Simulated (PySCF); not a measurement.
Species: C4H3NO2.
InChI=1S/C4H3NO2/c5-1-4-3(6)2-7-4/h4H,2H2/t4-/m0/s1

Computed, not measured: PBE0/def2-SVPD in PySCF (dipole) on a GFN2-xTB geometry, gas phase.

Masses are those of the commonest isotopes; rigid-rotor values at the optimised geometry. 

Question: Give the principal moments of inertia and the rotational constants in MHz.

Answer: Ia = 110.03, Ib = 205.82, Ic = 284.29 u·Å²; 505379 MHz·u·Å²/I gives A = 4593, B = 2455, C = 1778 MHz.

Question: What kind of rotor is it?

Answer: An asymmetric top. Ray's parameter κ = (2B − A − C)/(A − C) = -0.519; −1 is the prolate and +1 the oblate limit.

Question: Is it planar, by Δ = Ic − Ia − Ib?

Answer: Not planar: Δ = Ic − Ia − Ib = -31.56 u·Å². For a rigid frame Δ = −2 Σ m c², so Σ m c² = 15.78 u·Å² lies off the ab plane: 5.58 from hydrogen and 10.21 from heavier atoms. The atom farthest from that plane is 1.73 Å away.

Question: Where do the levels up to J = 4 lie, in cm⁻¹?

Answer: Above 0(0,0):
J = 1: 1(0,1) 0.1412, 1(1,1) 0.2125, 1(1,0) 0.2351
J = 2: 2(0,2) 0.4190, 2(1,2) 0.4723, 2(1,1) 0.5401, 2(2,1) 0.7541, 2(2,0) 0.7586
J = 3: 3(0,3) 0.8254, 3(1,3) 0.8594, 3(1,2) 0.9944, 3(2,2) 1.1777, 3(2,1) 1.1994, 3(3,1) 1.5933, 3(3,0) 1.5939
J = 4: 4(0,4) 1.3526, 4(1,4) 1.3713, 4(1,3) 1.5933, 4(2,3) 1.7389, 4(2,2) 1.7982, 4(3,2) 2.1658, 4(3,1) 2.1698, 4(4,1) 2.7374, 4(4,0) 2.7375
Those of J = 1 are B + C, A + C and A + B.

Question: Predict some low-J microwave lines.

Answer: The dipole components are |μa| = 3.16 D, |μb| = 1.70 D, |μc| = 1.02 D. Intensities carry the squares of the components, which stand as 1.00 : 0.29 : 0.10 (a : b : c). Some of the stronger lines:

```
type  branch         J(Ka,Kc)    MHz  lower level (cm⁻¹)
   a       Q  1(1,0) ← 1(1,1)    678               0.213
   a       Q  4(2,2) ← 4(2,3)   1778               1.739
   c       Q  1(1,1) ← 1(0,1)   2138               0.141
   a       Q  3(1,2) ← 3(1,3)   4049               0.859
   a       R  1(0,1) ← 0(0,0)   4233               0.000
   b       Q  2(2,0) ← 2(1,1)   6551               0.540
   c       R  1(1,0) ← 0(0,0)   7049               0.000
   b       Q  3(3,1) ← 3(2,2)  12462               1.178
   a       R  3(2,1) ← 2(2,0)  13215               0.759
   c       R  2(2,0) ← 1(1,0)  15695               0.235
   c       Q  4(4,1) ← 4(3,1)  17015               2.170
   a       R  4(2,2) ← 3(2,1)  17951               1.199
   a       R  5(0,5) ← 4(0,4)  19308               1.353
   c       R  3(2,1) ← 2(1,1)  19765               0.540
   a       R  5(4,1) ← 4(4,0)  21484               2.737
   b       R  4(2,2) ← 3(1,3)  28145               0.859
   c       R  5(3,3) ← 4(2,3)  34280               1.739
```

Question: Estimate the classical rotational partition function at 10 K, 50 K and 500 K.

Answer: Point group C1, symmetry number σ = 1; q = (√π/σ)·√((kT/h)³/(ABC)), k/h = 20836.6 MHz/K: 1190 at 10 K, 13300 at 50 K, 421000 at 500 K.

No GFN2-xTB frequencies stand behind this structure, so it isn't proved a minimum. Zero-point vibration and centrifugal distortion are left out. Quadrupole hyperfine structure (14N) is left out.
